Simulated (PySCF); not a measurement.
CH₇FO₂Si₂. Atoms are numbered in the order given.

```xyz
13

O     -1.1311     1.7805     0.8045
Si    -1.4879     0.3099     0.1176
C     -0.0531    -0.9086     0.3959
O     -0.3456    -2.2147    -0.0904
Si     1.4829    -0.3241    -0.5172
F      1.5226     1.3040    -0.2660
H     -0.2736     2.1328     0.5334
H     -2.7036    -0.2266     0.7958
H     -1.7461     0.3954    -1.3535
H      0.1943    -0.9043     1.4792
H     -1.0859    -2.5716     0.4123
H      1.3590    -0.5519    -1.9804
H      2.7549    -0.8860     0.0129
```

The structure is a stationary point at PBE0-D3(BJ)/def2-SVP. The structure was generated by enumeration; whether it is a known compound was not checked. Other conformers were not sampled.

Vertical ionisation energy (IE) and electron affinity (EA) in eV. Rows of orbital energies are one-electron estimates. Where ΔSCF, EOM or ADC give a negative EA the extra electron is unbound and the value depends on the basis.

| level | IE | EA |
|---|---|---|
| −ε(HOMO), −ε(LUMO), HF/def2-TZVP (PySCF) | 11.09 | -2.51 |
| −ε(HOMO), −ε(LUMO), PBE/def2-TZVP (PySCF) | 6.20 | 1.61 |
